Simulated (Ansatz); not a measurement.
Ansatz (an electronic-structure program) input (wB97X-V/def2-TZVP):

Ansatz 0.2 input:
```yaml
crystal:
  periodic: [false, false, false]
  atoms:
    - {symbol: N, position_ang: [-0.00000000, -0.00000000, -0.79798120]}
    - {symbol: N, position_ang: [0.00000000, 0.00000000, 0.79798120]}
basis:
  gaussian:
    orbitals: def2-TZVP
hamiltonian:
  xc: {name: wB97X-V}
magnetization: {spin_polarized: true, initial_magnetization: 4}
relax: {f_tol: 0.003, max_steps: 100}
```

Output:

```
Functional definition: wB97X-V
integrals: 0.01 GiB planned
310 factors; their error is unknown
integrals: 0.04 GiB planned
78 factors; integrals over basis functions are off by at most 8.8e-6 eV
mean field: 0.18 GiB planned
mean field evaluation 1: about -2971.0903 eV, gradient 9.6e0 eV
mean field evaluation 2: about -2971.4184 eV, gradient 2.3e0 eV
mean field evaluation 4: about -2971.4424 eV, gradient 1.2e-1 eV
mean field evaluation 8: about -2971.4473 eV, gradient 2.1e-2 eV
mean field evaluation 16: about -2970.5684 eV, gradient 4.8e0 eV
mean field -2971.44727159 eV, -109.1986731118 hartree, gradient 3.4e-5 eV, S^2 6.010547; 1 other end points of the search recorded, 0 dependent functions left out
the calculation of the forces begins
reference -2971.44727159 eV, -109.1986731118 hartree; 9, 5 occupied and 53, 57 virtual orbitals, 310 factors
relax step   1: F+E_penalty+E_count = -2971.44727159 eV  Δ(F+E_penalty+E_count) = +0.000e0 eV  max|allowed force component| = 4.622e-1 eV/Å  Δτ_max = 0.0000 Å  (38 SCF iters, accepted)
these checks for a lower state are left out or cut short: starts, cluster_reference, orbital_swaps, neighbouring_geometries, increment
integrals: 0.01 GiB planned
310 factors; their error is unknown
integrals: 0.04 GiB planned
78 factors; integrals over basis functions are off by at most 8.7e-6 eV
mean field: 0.18 GiB planned
mean field -2971.45164662 eV, -109.1988338909 hartree, gradient 9.7e-6 eV, S^2 6.010588; 0 other end points of the search recorded, 0 dependent functions left out
the calculation of the forces begins
reference -2971.45164661 eV, -109.1988338908 hartree; 9, 5 occupied and 53, 57 virtual orbitals, 310 factors
relax step   2: F+E_penalty+E_count = -2971.45164662 eV  Δ(F+E_penalty+E_count) = -4.375e-3 eV  max|allowed force component| = 1.864e-1 eV/Å  Δτ_max = 0.0067 Å  (36 SCF iters, accepted)
these checks for a lower state are left out or cut short: starts, cluster_reference, orbital_swaps, neighbouring_geometries, increment
integrals: 0.01 GiB planned
310 factors; their error is unknown
integrals: 0.04 GiB planned
78 factors; integrals over basis functions are off by at most 8.7e-6 eV
mean field: 0.18 GiB planned
mean field evaluation 32: about -2971.4525 eV, gradient 1.0e-5 eV
mean field -2971.45245287 eV, -109.1988635203 hartree, gradient 1.0e-5 eV, S^2 6.010614; 0 other end points of the search recorded, 0 dependent functions left out
the calculation of the forces begins
reference -2971.45245287 eV, -109.1988635201 hartree; 9, 5 occupied and 53, 57 virtual orbitals, 310 factors
relax step   3: F+E_penalty+E_count = -2971.45245287 eV  Δ(F+E_penalty+E_count) = -8.063e-4 eV  max|allowed force component| = 6.321e-3 eV/Å  Δτ_max = 0.0044 Å  (37 SCF iters, accepted)
these checks for a lower state are left out or cut short: starts, cluster_reference, orbital_swaps, neighbouring_geometries, increment
integrals: 0.01 GiB planned
310 factors; their error is unknown
integrals: 0.04 GiB planned
78 factors; integrals over basis functions are off by at most 8.7e-6 eV
mean field: 0.18 GiB planned
mean field -2971.45245340 eV, -109.1988635395 hartree, gradient 1.0e-5 eV, S^2 6.010612; 0 other end points of the search recorded, 0 dependent functions left out
the calculation of the forces begins
reference -2971.45245339 eV, -109.1988635394 hartree; 9, 5 occupied and 53, 57 virtual orbitals, 310 factors
relax step   4: F+E_penalty+E_count = -2971.45245340 eV  Δ(F+E_penalty+E_count) = -5.244e-7 eV  max|allowed force component| = 4.092e-3 eV/Å  Δτ_max = 0.0002 Å  (38 SCF iters, accepted)
these checks for a lower state are left out or cut short: starts, cluster_reference, orbital_swaps, neighbouring_geometries, increment
integrals: 0.01 GiB planned
310 factors; their error is unknown
integrals: 0.04 GiB planned
78 factors; integrals over basis functions are off by at most 8.7e-6 eV
mean field: 0.18 GiB planned
mean field -2971.45245378 eV, -109.1988635534 hartree, gradient 1.0e-5 eV, S^2 6.010613; 0 other end points of the search recorded, 0 dependent functions left out
the calculation of the forces begins
reference -2971.45245377 eV, -109.1988635532 hartree; 9, 5 occupied and 53, 57 virtual orbitals, 310 factors
relax step   5: F+E_penalty+E_count = -2971.45245378 eV  Δ(F+E_penalty+E_count) = -3.777e-7 eV  max|allowed force component| = 1.356e-7 eV/Å  Δτ_max = 0.0001 Å  (38 SCF iters, accepted)
integrals: 0.01 GiB planned
310 factors; their error is unknown
integrals: 0.04 GiB planned
78 factors; integrals over basis functions are off by at most 8.7e-6 eV
mean field: 0.18 GiB planned
mean field evaluation 64: about -2971.4525 eV, gradient 2.2e-2 eV
mean field -2971.45245378 eV, -109.1988635534 hartree, gradient 1.0e-5 eV, S^2 6.010613; 2 other end points of the search recorded, 0 dependent functions left out
the calculation of the forces begins
reference -2971.45245377 eV, -109.1988635532 hartree; 9, 5 occupied and 53, 57 virtual orbitals, 310 factors
Total energy: -2971.45245377 eV, -109.1988635532 hartree
Atom 0 at     0.000000     0.000000    -0.786969 Å, force     0.000000     0.000000    -0.000000 eV/Å
Atom 1 at    -0.000000    -0.000000     0.786969 Å, force    -0.000000     0.000000     0.000000 eV/Å
Dipole moment:     0.000000     0.000000     0.000000 e Å
```

The spin state was set by rule; other spins were not relaxed.
